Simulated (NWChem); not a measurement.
# C₂Cl₃F; SMILES C(Cl)(Cl)=C(Cl)F

Task: Give the equilibrium geometry at PBE0/def2-SVP (NWChem) as an XYZ file, with the point group.

Result: point group Cs; any orientation.
```
6

F     -1.8988     0.6854     0.0000
C     -0.5851     0.6513     0.0000
Cl     0.1528     2.1851     0.0000
C      0.0833    -0.5146     0.0000
Cl     1.7922    -0.5935     0.0000
Cl    -0.7738    -1.9989     0.0000
```
